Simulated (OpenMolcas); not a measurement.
Zr II.

```
Program             : OpenMolcas 26.06
Basis               : ANO-RCC-VTZP [7s6p4d2f1g]
Scalar Hamiltonian  : DKH2, point nucleus
Active space        : 3 electrons in 6 orbitals (4d 5s)
State averaging     : 2S+1 = 4 even, 20 roots; 2S+1 = 2 even, 70 roots
Spin-orbit coupling : state interaction with AMFI integrals over the reference wave functions, term energies averaged over their components
```

Two sets of levels on these reference wave functions, in cm-1 above 4d2 5s 4F 3/2: one from CASSCF and one from MS-CASPT2, IPEA 0.25 Eh, imaginary shift 0.1 Eh (closed shells correlated: 4s 4p).

| Level | Set 1 | Set 2 |
| --- | --- | --- |
| 4d2 5s 4F 3/2 | 0.0 | 0.0 |
| 4d2 5s 4F 5/2 | 303 | 305 |
| 4d2 5s 4F 7/2 | 725 | 737 |
| 4d2 5s 4F 9/2 | 1254 | 1271 |
| 4d3 4F 3/2 | 3390 | 2810 |
| 4d3 4F 5/2 | 3720 | 3200 |
| 4d3 4F 7/2 | 4150 | 3660 |
| 4d3 4F 9/2 | 4650 | 4150 |
| 4d2 5s 2D 3/2(1) | 6410 | 3670 |
| 4d2 5s 2D 5/2(1) | 6710 | 3920 |
| 4d3 2P 1/2 | 7940 | 5530 |
| 4d3 2P 3/2 | 8360 | 5910 |
| 4d2 5s 4P 1/2 | 9320 | 8060 |
| 4d2 5s 4P 3/2 | 9530 | 8260 |
| 4d2 5s 2F 5/2 | 9570 | 5150 |
| 4d2 5s 4P 5/2 | 9850 | 8560 |

**Question.** Which set is which?

**Answer.** Set 2 is MS-CASPT2. Its levels of the other terms of 4d2 5s lie at 0.54 to 0.87 of the other set's values, as expected, since terms of lower spin or lower L gain more correlation energy than the Hund ground term.

CASPT2 breaks the degeneracy within a term, and the mean is taken; among the terms shown or strongly mixed into the levels shown the widest spread is 1200 cm-1 (4d2 5s 2F, MS-CASPT2). Over all roots computed the reference weight is 0.87 to 0.93 in MS-CASPT2; the roots of lowest weight are the least certain, and an intruder state may touch them. Configurations are named by rounded mean occupations; where the s occupation lies near a half they are strongly mixed, a name can repeat and a true partner stay unpaired. A single d shell beside an s shell can misplace configurations of different d count against each other. Without dynamic correlation excited terms often stand tens of per cent too high (terms of higher spin than the ground term too low), and those without a measured partner can miss by more than the paired ones (holds for CASSCF). The CASPT2 spread within a term exceeds the gap to the next term for 4d3 4F and 4d2 5s 2D(1), 4d2 5s 2F and 4d3 2P, so the order of their levels is uncertain, and so are names and mixing where such terms share a J (holds for MS-CASPT2). Only configurations of the active space appear. Levels that lie high or do not pair safely by name in every column are left out.

A number in round brackets counts repeated terms of one configuration in the order of the reference energies.
